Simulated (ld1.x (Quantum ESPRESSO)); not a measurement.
What one change does to a pseudopotential (oxygen, TM)

oxygen, norm-conserving Troullier–Martins (Kleinman–Bylander form), made with ld1.x (Quantum ESPRESSO) 7.5 (BLYP, non-relativistic). Core [He], reference 2s1.5 2p4.5. Waves: 2s (bound): rc 0.70 bohr; 2p (bound): rc 1.00 bohr. Local part: all-electron potential smoothed inside 0.60 bohr (lloc = -2). Core correction: Bessel-smoothed model core inside 0.45 bohr.

All-electron outer shells of the reference configuration (BLYP, non-relativistic, ld1.x):

```
shell  level (eV)  outermost node (bohr)  outermost maximum (bohr)
   2s      -24.01                   0.28                      0.87
   2p       -9.23                      –                      0.82
```

Change: local potential the s channel.

Cutoffs: the cutoffs (Ry, on a coarse ladder) from which the occupation-weighted sum of valence levels, in a spherical-Bessel basis at the reference potential, stays within 10 and 1 mRy of its value at 400 Ry; they do not see the model core or the augmentation charge, which bear on the density cutoff. Errors are all-electron minus pseudo energies relative to the spin-unpolarised reference configuration.

Problem. What does the change do?

Solution. The potential gets neither clearly harder nor softer (120 Ry and 200 Ry → 120 Ry and 200 Ry); of the 7 tests that both files solve, the error grows in 0 and shrinks in 2 by more than 15 % and 0.3 meV (median size 8.6 → 7.1 meV); neither file shows a bound ghost.

```tsv
quantity	base	changed
cutoff, loose	120 Ry	120 Ry
cutoff, tight	200 Ry	200 Ry
bound ghosts	none	none
error for 2s2 2p4, meV [ΔE -7.38 eV]	+2.2	+2.2
error for 2s2 2p3, meV [ΔE 9.05 eV]	+8.6	+7.1
error for 2s2 2p2, meV [ΔE 42.67 eV]	+41	+33
error for 2s2 2p1, meV [ΔE 96.61 eV]	+164	+142
error for 2s2 2p3.5, meV [ΔE -1.10 eV]	+4.1	+3.8
error for 2s1 2p5, meV [ΔE 7.39 eV]	+2.4	+2.4
error for 2s0 2p6, meV [ΔE 22.22 eV]	+22	+22
s: phases at 1.09 bohr within 0.05 rad from the reference energy up to (Ry; the scan ends near 5)	to the end of the scan	to the end of the scan
p: phases at 1.09 bohr within 0.05 rad from the reference energy up to (Ry; the scan ends near 5)	to the end of the scan	to the end of the scan
```
